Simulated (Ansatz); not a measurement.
GeAsH₇, singlet: at a first-order saddle point.

Input (in.yaml):

```yaml
crystal:
  periodic: [false, false, false]
  atoms:
    - {symbol: Ge, position_ang: [-0.843103, 0.944650, -0.290798]}
    - {symbol: H, position_ang: [-0.883115, -0.906174, -0.075229]}
    - {symbol: H, position_ang: [-1.812467, 0.803755, -1.486739]}
    - {symbol: H, position_ang: [-1.605861, 1.374914, 0.970170]}
    - {symbol: H, position_ang: [0.174313, 2.024159, -0.694936]}
    - {symbol: H, position_ang: [-0.333089, -1.558585, 0.418479]}
    - {symbol: As, position_ang: [1.197814, -0.713945, 0.778878]}
    - {symbol: H, position_ang: [2.711979, -0.957439, 1.077542]}
    - {symbol: H, position_ang: [1.393529, -1.011435, -0.697367]}
basis:
  gaussian: {orbitals: def2-TZVPP}
hamiltonian: {xc: {name: B3LYP}, dispersion: d4}
```

Command:

```bash
ansatz run in.yaml --threads 4 --pin off --events-out ev --progress --plain --max-ram 9574MiB
```

The run's output (Ansatz 0.2.0):

```
Functional definition: B3LYP
  name "B3LYP"
  cite "Stephens, Devlin, Chabalowski & Frisch, J. Phys. Chem. 98, 11623 (1994) doi:10.1021/j100096a001"
  cite "Becke, Phys. Rev. A 38, 3098 (1988) doi:10.1103/PhysRevA.38.3098"
  cite "Lee, Yang & Parr, Phys. Rev. B 37, 785 (1988) doi:10.1103/PhysRevB.37.785"
  cite "Vosko, Wilk & Nusair, Can. J. Phys. 58, 1200 (1980) doi:10.1139/p80-159"
  parameter a0 = 0.2
  parameter ax = 0.72
  parameter ac = 0.81
  exchange = (1 - a0 - ax)*slater_x + ax*b88_x + a0*exact_x
  correlation = (1 - ac)*vwn_rpa_c + ac*lyp_c
1218 factors; their error is unknown
mean field evaluation 1: about -117471.9430 eV, gradient 2.5e1 eV
mean field evaluation 2: about -117472.1004 eV, gradient 2.4e1 eV
mean field evaluation 4: about -117472.8091 eV, gradient 2.5e0 eV
mean field evaluation 8: about -117472.8241 eV, gradient 5.3e-2 eV
mean field evaluation 16: about -117473.2348 eV, gradient 4.3e-5 eV
mean field -117473.23476136 eV, -4317.0617512615 hartree, gradient 4.3e-5 eV, S^2 0.000000; 0 other end points of the search recorded, 0 dependent functions left out
reference -117473.23502727 eV, -4317.0617610337 hartree; 36, 36 occupied and 158, 158 virtual orbitals, 1218 factors
Total energy: -117473.50295160 eV, -4317.0716070711 hartree
```

Hardware: 4 CPU threads of an Arm Neoverse V2, shared host. Wall time about 1.6 s.
